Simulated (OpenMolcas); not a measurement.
# Pt2+: effect of the metal basis

Pt2+ with its 6 nearest chloride ions at 2.651 Å, on the Na site of NaCl (a = 5.64056 Å, distance in the model lattice 2.820 Å). The rest of the host is ab initio model potentials to 7.6 Å and point charges beyond; the distance is set by hand and nothing relaxes, and no local charge compensation is placed.

```yaml
Program: OpenMolcas 26.06
Method: "SS-CASPT2, IPEA 0.25 Eh, imaginary shift 0.1 Eh (closed shells correlated: 5s 5p and the ligand valence shells)"
Spin-orbit_coupling: state interaction with AMFI integrals over the reference wave functions
```

Fixed: ligand basis ANO-RCC-VDZP, active space 8 electrons in 5 orbitals (5d), DKH2 Hamiltonian.

States (labels of O, the rotations of Oh). Energies in cm-1 above the lowest state or level, χT in cm3 K/mol.

| Run | Metal basis | Ground state | First state of that spin | First gap with spin-orbit (degeneracies) | χT at 300 K | First state of another spin | Cost |
| --- | --- | --- | --- | --- | --- | --- | --- |
| A | ANO-RCC-VDZP | 3A2 | 3T2 13130 | 5470 (3, 2) | 1.774 | 1E 6470 | roughly 2.2 core-minutes |
| B | ANO-RCC-VTZP | 3A2 | 3T2 12630 | 4970 (3, 2) | 1.805 | 1E 5880 | roughly 5 core-minutes |

Against A, the first state of the same spin changes by -3.8 % in B.

Costs are those of the CASPT2 steps.

Roots that are degenerate in the reference are averaged as groups; the widest CASPT2 spread within a group is 500 cm-1 (the 3-fold group of multiplicity 3 near 12600 cm-1 above the lowest state of its run, B). Shifts and gaps below about the spread of the groups concerned are not significant. Over all roots computed the reference weight is 0.66 to 0.67 in A, 0.65 to 0.66 in B; a low but even weight reflects the number of correlated electrons. Real 4d8 and 5d8 ions are as a rule square planar and diamagnetic. Ligand-to-metal charge-transfer states are missing. With no ligand orbital active B as a rule stays too high, so bands that hang on it stand too high and its fall with covalency is understated. With one d shell and no ligand orbital active, 10Dq can be off by a tenth or more. The least metal-like active orbital is 83 % on the metal (Löwdin) and no ligand orbital is active, so the numbers are rough (holds for A). No measured value stands beside these numbers; the geometry was set by hand and not optimised.
